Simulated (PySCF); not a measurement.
Molecule: SMILES CC#[N+][BH2-]N, C$_{2}$H$_{7}$BN$_{2}$.

Atoms are numbered as in `[CH3:1][C:2]#[N+:3][BH2-:4][NH2:5]`. Each H is labelled by its parent atom.

Spin–spin couplings on one PBE0-D3(BJ)/def2-SVP geometry, PySCF 2.14, gas phase, non-relativistic, equivalent pairs averaged (spin–dipole term only in couplings to heteroatoms); isotopes 13C, 1H, 11B, 15N; basis pcJ-1.

How do the couplings (Hz) change with the functional? Times are CPU seconds on shared hosts with different chips, so compare them loosely.

Answers


| functional | functions | 1J(C1,H(C1)) | 1J(B4,H(B4)) | 1J(C1,C2) | 1J(C2,N3) | 1J(N5,H(N5)) | 1J(B4,N5) | 1J(N3,B4) | core-s |
| --- | --- | --- | --- | --- | --- | --- | --- | --- | --- |
| HF | 205 | 182.4 | 141.4 | 128.7 | -116.9 | -95.8 | -36.4 | 6.4 | 14 |
| LDA | 205 | 108.4 | 96.3 | 51.5 | -24.7 | -66.6 | -17.6 | 10.3 | 14 |
| PBE | 205 | 131.1 | 119.2 | 62.6 | -26.1 | -74.3 | -22.4 | 9.1 | 30 |
| KT2 | 205 | 139.1 | 126.5 | 48.4 | -18.6 | -79.8 | -16.3 | 12.4 | 21 |
| B3LYP | 205 | 143.8 | 128.8 | 72.0 | -34.3 | -80.8 | -25.4 | 9.5 | 38 |
| PBE0 | 205 | 135.8 | 121.0 | 69.1 | -33.6 | -77.1 | -24.6 | 9.4 | 27 |
| B97-2 | 205 | 129.4 | 123.7 | 69.1 | -31.4 | -74.4 | -26.9 | 5.2 | 24 |
| BHandHLYP | 205 | 155.4 | 135.3 | 83.2 | -46.8 | -86.4 | -29.2 | 9.4 | 26 |
| CAM-B3LYP | 205 | 141.5 | 125.2 | 71.7 | -37.0 | -80.2 | -25.5 | 10.1 | 38 |
